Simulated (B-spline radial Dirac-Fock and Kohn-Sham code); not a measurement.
## Two-hole binding energies of Ru²⁺

System: the Ru²⁺ ion, [Kr] 4d6, inside a Watson sphere of charge -2 and radius 1.6 Å (a model of the Madelung potential; inside it an electron's potential energy is raised by 18.0 eV).

Method: ΔSCF Dirac-Fock with Breit, self-energy and vacuum polarisation, finite nucleus, configuration average. Computed with a radial B-spline solver. U is the two-hole binding energy less the two single-hole energies, the effective repulsion of the holes after relaxation. Each two-hole energy is an average over J within one jj subconfiguration.

| holes | E(a) (eV) | E(b) (eV) | E(ab) (eV) | U (eV) |
| --- | --- | --- | --- | --- |
| 1s⁻² | 22130.6 | 22130.6 | 44943.0 | 681.7 |
| 1s⁻¹ 2p3/2⁻¹ | 22130.6 | 2852.9 | 25159.7 | 176.1 |
| 2p1/2⁻² | 2981.9 | 2981.9 | 6099.4 | 135.5 |
| 2s⁻¹ 3p1/2⁻¹ | 3244.2 | 499.7 | 3790.3 | 46.5 |
| 2s⁻¹ 3p3/2⁻¹ | 3244.2 | 477.2 | 3766.8 | 45.4 |
| 2p1/2⁻¹ 3s⁻¹ | 2981.9 | 601.8 | 3629.5 | 45.7 |
| 2p3/2⁻¹ 3s⁻¹ | 2852.9 | 601.8 | 3500.3 | 45.5 |
| 2p3/2⁻¹ 3p1/2⁻¹ | 2852.9 | 499.7 | 3400.5 | 47.9 |
| 2p1/2⁻¹ 3d3/2⁻¹ | 2981.9 | 297.1 | 3325.8 | 46.8 |
| 2p1/2⁻¹ 3d5/2⁻¹ | 2981.9 | 293.0 | 3323.6 | 48.7 |
| 2p3/2⁻¹ 3d3/2⁻¹ | 2852.9 | 297.1 | ? | ? |
| 2p3/2⁻¹ 3d5/2⁻¹ | 2852.9 | 293.0 | 3193.1 | 47.2 |
| 3p1/2⁻² | 499.7 | 499.7 | 1038.4 | 39.0 |
| 3p3/2⁻² | 477.2 | 477.2 | 990.5 | 36.1 |

Problem. Give the missing two-hole energy and U.

Solution. E(ab) = 3199.0 eV and U = 48.9 eV.
